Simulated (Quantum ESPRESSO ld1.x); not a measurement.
The mean radii <r> (bohr) of the occupied orbitals of an atom or ion are listed with their occupations. All-electron calculation, non-relativistic Kohn-Sham, LDA (Slater exchange, VWN5 correlation), spin-polarised, spherical densities, point nucleus. Program: ld1.x of Quantum ESPRESSO 7.5.

orbital  occ.      <r>
1s          2  0.02925
2s          2   0.1238
2p          6   0.1053
3s          2   0.2944

Name the element and its charge. Open shells, if any, are filled with parallel spins first.

Answer. Z = 52, tellurium, charge +40: Te40+ in [Ne] 3s2. The 1s radius gives Z: for a bare nucleus <r> = 1.5/Z, 0.02885 bohr for Z = 52, and screening makes it slightly larger (0.02925 here). The occupations add up to 12, and the charge is Z minus that.
